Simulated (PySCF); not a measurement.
**Question.** What does the PBE0-D3(BJ)/def2-SVP structure of `C=N[Si@H](F)CC` look like in three dimensions?

**Answer.** 
Z-matrix in Å and degrees, rows numbered from 1:
```
C 
N   1  1.2617
Si  2  1.7477  1  124.62
F   3  1.6254  2  106.62  1  -120.55
C   3  1.8598  2  108.98  1   121.37
C   5  1.5273  3  113.61  2   -63.68
H   1  1.1130  2  124.59  3     1.19
H   1  1.1066  2  120.64  3  -178.87
H   3  1.4976  2  111.67  1    -4.10
H   5  1.1035  3  107.13  2    59.05
H   5  1.1040  3  107.84  2   172.90
H   6  1.1014  5  111.31  3    60.36
H   6  1.1020  5  111.78  3   -59.72
H   6  1.1007  5  111.63  3  -179.73
```

Si3 (fluorine-bound silicon) is tetrahedral (angles from 106.6° to 112.9°).

Method used: PBE0-D3(BJ)/def2-SVP geometry optimisation, gas phase in PySCF 2.14.0.

Point group: C1 (no symmetry element, even within 0.4 Å). Stationary, but not proved a minimum. One conformer, not necessarily the lowest (C1–N2–Si3–F4 -121°, N2–Si3–C5–C6 -64°).

Hardware: one thread, AMD EPYC 9R45 (x86_64), no GPU, on a shared host. Cost: 40 s wall, 0.50 GiB resident at most. This is the geometry optimisation.
